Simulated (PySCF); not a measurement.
C8H8P2.
Structure used (PBE0-D3(BJ)/def2-SVP), in Å, numbered top down from 1:
```xyz
18
C8H8P2 angstrom
C      4.793   -0.097   -0.253
C      3.585   -0.199   -0.158
C      2.173   -0.320   -0.046
P      1.569   -1.904    0.387
C     -0.144   -1.676    0.428
C     -0.936   -0.547    0.191
C     -2.429   -0.693    0.314
C     -0.410    0.714   -0.154
C     -1.355    1.863   -0.385
P      1.267    1.142   -0.358
H      5.861   -0.013   -0.335
H     -0.687   -2.592    0.689
H     -2.711   -1.721    0.577
H     -2.834   -0.019    1.085
H     -2.935   -0.431   -0.629
H     -0.814    2.785   -0.640
H     -2.056    1.647   -1.208
H     -1.966    2.068    0.510
```

NICS is the negative of the GIAO shielding at a point without a nucleus: at the ring centre (0) and 1 Å above and below it (1); zz is the component along the ring normal. Level: GIAO PBE0/pcSseg-1 (PySCF, non-relativistic, gas phase) on the PBE0-D3(BJ)/def2-SVP geometry, one conformer.

Ring bond lengths (Å), with Mayer bond orders in brackets: C3–P4 1.750 (1.24), P4–C5 1.728 (1.33), C5–C6 1.399 (1.45), C6–C8 1.410 (1.33), C8–P10 1.743 (1.32), P10–C3 1.748 (1.24).

Problem. What do the NICS probes read (ppm)?

Solution. 
```
              ring                                                 type  NICS(0)  NICS(1), two faces  NICS(1)zz, two faces  rms pucker (Å)  centre to ring atoms, mean (Å)
C3–P4–C5–C6–C8–P10  6-membered ring with 2 P; formal bonds all aromatic     -6.7         -9.6 / -9.6         -22.2 / -22.1            0.00                            1.62
```

Problem. What can be read from them?

Solution. 
- C3–P4–C5–C6–C8–P10: mean NICS(1)zz -22.2 ppm, shielded.

Problem. And the bond-length index? Use HOMA with the parameters of Krygowski (1993).

Solution. 
- C3–P4–C5–C6–C8–P10: HOMA 0.81; the largest term is that of C3–P4, α(R − Ropt)² = 0.32.

Problem. At the first NICS(1) probe listed for ring C3–P4–C5–C6–C8–P10, 1 Å off the ring, how large is the induced field along the normal in 14.1 T applied along it?

Solution. NICSzz × B0 = -22.2 ppm × 14.1 T = -313 μT, against the applied field.

Problem. List the ring angles and the Hirshfeld charges of the ring atoms.

Solution. 
- C3–P4–C5–C6–C8–P10: C3 128.5° (-0.115 e), P4 103.2° (+0.112 e), C5 131.6° (-0.110 e), C6 123.5° (+0.018 e), C8 127.4° (-0.045 e), P10 105.8° (+0.111 e); sum 720.0° against 720° for a flat convex ring.

Problem. How do the values depend on the level or the medium?

Solution. 
| level | NICS(0), C3–P4–C5–C6–C8–P10 | mean NICS(1)zz, C3–P4–C5–C6–C8–P10 |
| --- | --- | --- |
| PBE0/pcSseg-1, gas | -6.7 | -22.2 |
| wB97X-D/pcSseg-1, gas | -6.7 | -22.6 |
| PBE0/pcSseg-1, IEF-PCM dichloromethane | -6.6 | -22.1 |
| PBE0/pcSseg-1, IEF-PCM tetrahydrofuran | -6.6 | -22.1 |

The geometry is the same throughout; the continuum's cavity takes Bondi-type radii × 1.2.
